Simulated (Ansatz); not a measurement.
H$_{7}$NO$_{3}$Si$_{2}$ (`O[SiH2]N[SiH](O)O`), relaxed with RKS PBE-D4/def2-SVP in the Gaussian-basis code of Ansatz from a rough embedded geometry. The force threshold is 0.03 eV/Å; the program also tests the step.

Total charge 0; spin multiplicity 1.

Start:

```xyz
13

O     2.625   -1.226   -0.346
Si    0.961   -1.289   -0.124
N     0.502    0.334    0.075
Si   -1.141    0.430    0.165
O    -1.738    0.777   -1.255
O    -1.323    1.779    1.181
H     3.025   -0.556    0.276
H     0.660   -2.025    1.069
H     0.403   -1.846   -1.350
H     0.747    0.794   -0.842
H    -1.780   -0.732    0.855
H    -2.441    1.433   -1.268
H    -0.500    2.128    1.565
```

Task: How much energy does the relaxation release, and in how many steps? (Estimate.)

Result: Ansatz gave: 125.90 kJ/mol, in 37 steps, 2 of them rejected.

Task: Which bonds change most? (Best estimate.)

Result: Ansatz gave: N3–Si4 from 1.649 to 1.751 Å; Si4–O5 from 1.578 to 1.677 Å; Si2–H8 from 1.434 to 1.506 Å; Si2–H9 from 1.457 to 1.503 Å.

Task: Give the relaxed structure. (Estimate.)

Result: The calculation gave: 
```xyz
13

O     2.036    0.114    0.467
Si    1.197   -1.201   -0.227
N    -0.319   -0.575   -0.792
Si   -1.340    0.516    0.120
O    -1.714    1.724   -0.982
O    -0.465    0.973    1.463
H     2.690   -0.137    1.144
H     1.065   -2.249    0.847
H     1.924   -1.773   -1.410
H    -0.477   -0.609   -1.804
H    -2.614   -0.063    0.654
H    -2.482    2.268   -0.737
H     0.499    1.012    1.258
```
